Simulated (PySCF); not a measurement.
## Fractional electron number in Ag²⁺ (silver, charge +2)

The 4d beta orbital of [Kr] 4d9 is emptied in steps (occupation f), with all orbitals relaxed, ending at [Kr] 4d8. Calculation: PySCF 2.14, in aug-cc-pVTZ-PP with ECP28MDF (6s6p5d3f2g, 88 functions); a scalar-relativistic core potential. The exact energy is a straight line in f; departures are measured from the line between the end points of the same method.

| f | CAM-B3LYP (eV) |
| --- | --- |
| 1 | 0.000 |
| 0.75 | -0.623 |
| 0.5 | -0.837 |
| 0.25 | -0.632 |
| 0 | 0.000 |

```json
{"method": "CAM-B3LYP", "E(f=0) − E(f=1) (eV)": "34.851", "−ε at f=1 (eV)": "31.555", "−ε at f=0.5 (eV)": "34.827"}
```

Orbital energy along the path (eV):

```tsv
f	CAM-B3LYP
1	-31.555
0.75	-33.171
0.5	-34.827
0.25	-36.519
0	-38.250
```

Reference removal energy between the ground levels: 34.8 ± 0.3 eV (semi-empirical (NIST evaluation); NIST Atomic Spectra Database, ionization energies). The calculation has no spin-orbit coupling. The determinant left behind need not be the lowest term of the ion.
